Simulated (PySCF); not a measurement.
## Unknown compound

Molecular formula: C₆H₉NO. Simulated spectra:

$^{1}$H NMR (300 MHz, computed): δ 8.14 (d, 1H), 4.27 (br, 1H), 2.39 (m, 2H), 1.48 (m, 1H), 0.96 (s, 3H), 0.69 (m, 1H).

$^{13}$C{$^{1}$H} NMR (computed): δ 160.9 (CH), 61.1 (C), 23.8 (CH2), 13.7 (CH3), 9.9 (CH, 2C).

- structure optimised with GFN2-xTB
- σ from GIAO-PBE0/pcSseg-1
- program: PySCF
- rapidly exchanging positions averaged, one computed conformer, relativity neglected, gas phase

Chemical shifts δ = σref − σ; TMS for $^{1}$H and $^{13}$C, all at this level.

Task: Choose the structure that fits.
A. C[C@]1(NC=O)[C@@H]2C[C@@H]21
B. CC(=O)N[C@H]1C=CC1
C. CC(=O)N1CC=CC1
D. CN(C=O)[C@H]1[C@@H]2C[C@@H]21
E. C=C1CC(NC=O)C1
F. CN(C)c1ccoc1

Result: A. 

The formula gives 3 degrees of unsaturation (2 rings in the answer). 5 carbon signals for 6 carbons: some carbons are equivalent by symmetry or fast rotation. Carbon types of the structure: 1 × C, 3 × CH, 1 × CH2, 1 × CH3, leaving 1 H on heteroatoms. δC 160.9: amide carbonyl carbon; lone-pair donation from the attached heteroatom keeps it upfield of a ketone carbonyl. δC 61.1, 23.8, 9.9: three-membered-ring carbon. δC 13.7: methyl carbon; aliphatic region, no heteroatom directly attached. δH 8.14: hydrogen on an amide carbonyl carbon. δH 4.27: hydrogen on an amide-type nitrogen; exchangeable, gas-phase position.

The others: CC(=O)N1CC=CC1 would give 6 carbon signals, not 5; CN(C)c1ccoc1 would give 4 signals for carbon-bound and other non-exchanging H, not 5; CC(=O)N[C@H]1C=CC1 would give 6 carbon signals, not 5; C=C1CC(NC=O)C1 has carbons computed at 158.9, 150.6, 116.6, 42.5, 36.5, with a different DEPT pattern; CN(C=O)[C@H]1[C@@H]2C[C@@H]21 would give 6 signals for carbon-bound and other non-exchanging H, not 5.

OH/NH shifts are gas-phase values; hydrogen bonding in solution moves them, usually downfield. Amide-type NH protons are broadened by 14N but still split neighbouring CH signals. Shifts are as computed. Against solution values, carbons near 30 ppm lie about +3 ppm off and those near 130 ppm about +5 ppm (rms about the fit 2.1 ppm; single classes can miss by 10 ppm). Of 1328 compounds with measured shifts, 309 miss one by over three times the rms of a fit or turn the order of signals round; such compounds aren't used in these exercises. Signals without a measured value on file couldn't be tested in this way; 1H shifts scatter by 0.2 ppm about their fit, and single ones miss by 0.5 ppm. Hydrogen bonding in solution deshields acid and N–H amide carbonyl carbons by as much as 10 ppm beyond these values. No couplings were computed; multiplicities are counted from neighbouring protons, with m where these are inequivalent, close in shift, in a saturated or five-membered ring or joined by F or P, and br s for small geminal =CH2 splittings.
